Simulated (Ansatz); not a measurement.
ClH$_{4}$OSi$_{2}$ (`[SiH3]O[SiH]Cl`) radical. Charge 0, multiplicity 2.

```xyz
8

Si   -0.9139   -0.8972   -0.3949
O     0.0763   -0.0872    0.6436
Si    0.8546    1.3135    0.9116
Cl    1.5708    2.0717   -0.8681
H    -0.1531   -1.2918   -1.6052
H    -1.4078   -2.1015    0.3129
H    -2.0565   -0.0318   -0.7823
H     2.0296    1.0244    1.7824
```

What are the harmonic wavenumbers in cm⁻¹ at PBE0-D4/def2-TZVP (Ansatz, finite differences of forces, unscaled)? (Best estimate.)

Computed: 34, 52, 87, 264, 521, 615, 687, 723, 728, 776, 953, 954, 972, 1112, 2168, 2235, 2244, 2253.

Is this a minimum?

Yes, all 18 modes are real.

Give the ideal-gas thermochemistry at 298.15 K and 1 bar (rigid rotor, harmonic oscillator; point group C1, symmetry number 1).

Zero-point energy 104.0 kJ/mol; H(298) − E = 124.0 kJ/mol; entropy 363.8 J/(mol·K), of which translation 167.7, rotation 114.1, vibration 76.2, electronic 5.8; G(298) − E = 15.5 kJ/mol. Modes under 100 cm⁻¹ are hindered rotations or soft bends, so the harmonic entropy is rough.

And at 400, 500, 600, 800 and 1000 K?


| T (K) | H − E (kJ/mol) | S (J/mol/K) | G − E (kJ/mol) |
| --- | --- | --- | --- |
| 400 | 134.4 | 393.8 | -23.1 |
| 500 | 146.1 | 419.8 | -63.8 |
| 600 | 158.8 | 443.0 | -106.9 |
| 800 | 186.8 | 483.0 | -199.7 |
| 1000 | 217.0 | 516.7 | -299.7 |
